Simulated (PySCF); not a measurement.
Molecule: `[Cl][Al-]1([Cl])[Cl+][Al-]([Cl])([Cl])[Cl+]1`, Al2Cl6.

Atoms are numbered as in `[Cl:1][Al-:2]1([Cl:3])[Cl+:4][Al-:5]([Cl:6])([Cl:7])[Cl+:8]1`.

Geometry PBE0-D3(BJ)/def2-SVP throughout; GIAO in PySCF 2.14, gas phase, one conformer, non-relativistic; equivalent atoms averaged; basis pcSseg-1.

Q: How do the shifts δ (against HCl, AlH4- at the same level) depend on the functional? (ppm; last column core-seconds on 1 thread of an Arm Neoverse V1, shared host)

A: 
```
functional                    kind  Cl4/Cl8  Cl1/Cl3/Cl6/Cl7  Al2/Al5  core-s
       PBE                     GGA    156.3             49.6     37.3      28
      BP86                     GGA    153.6             46.2     36.0      29
       KT2                     GGA    160.3             55.2     36.3      30
       KT3                     GGA    126.8             27.0     29.8      29
     B3LYP           global hybrid    126.8             23.8     34.0      27
      PBE0           global hybrid    128.4             26.5     30.6      29
     B97-2           global hybrid    111.0             12.2     27.4      26
 BHandHLYP           global hybrid     99.3              2.9     27.8      25
 CAM-B3LYP  range-separated hybrid    120.1             18.3     34.3      41
```

Q: Which nucleus moves most, in ppm?

A: Cl4/Cl8 (chlorine bonded to 2 Al, in a 4-membered ring): from 99.3 ppm with BHandHLYP to 160.3 ppm with KT2. The smallest spread is 9.9 ppm, at Al2/Al5.
